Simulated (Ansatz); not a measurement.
`[SiH3][SiH]1N=CCO1`, relaxed with RKS PBE-D4/def2-SVP in Ansatz from a rough embedded geometry. The force threshold is 0.03 eV/Å; the program also tests the step.

The species carries charge 0 and has multiplicity 1.

Start:

```xyz
13

Si   -0.898   -1.746    1.402
Si    0.575   -0.641    0.078
N     1.027    0.912    0.715
C     0.738    1.832   -0.216
C     0.003    1.297   -1.456
O    -0.115   -0.129   -1.346
H    -2.104   -0.994    1.685
H    -1.283   -3.058    0.762
H    -0.264   -2.185    2.683
H     1.819   -1.390   -0.268
H     0.854    2.852   -0.123
H     0.636    1.548   -2.364
H    -0.987    1.703   -1.552
```

Task: How much energy does the relaxation release, and in how many steps? (Estimate.)

Result: The calculation gave: 0.51 eV, in 6 steps, 1 of them rejected.

Task: Which bonds change most? (An estimate is asked.)

Result: Ansatz gave: Si1–Si2 from 2.268 to 2.355 Å; C4–H11 from 1.031 to 1.115 Å; Si1–H7 from 1.449 to 1.505 Å; N3–C4 from 1.340 to 1.284 Å.

Task: Give the relaxed structure. (Estimate.)

Result: Ansatz gave: 
```xyz
13

Si   -0.894   -1.799    1.414
Si    0.657   -0.671    0.048
N     1.083    0.949    0.687
C     0.678    1.783   -0.201
C    -0.001    1.278   -1.470
O    -0.059   -0.135   -1.415
H    -2.079   -0.906    1.670
H    -1.369   -3.057    0.736
H    -0.261   -2.169    2.730
H     1.892   -1.499   -0.200
H     0.812    2.883   -0.075
H     0.567    1.623   -2.369
H    -1.024    1.719   -1.556
```
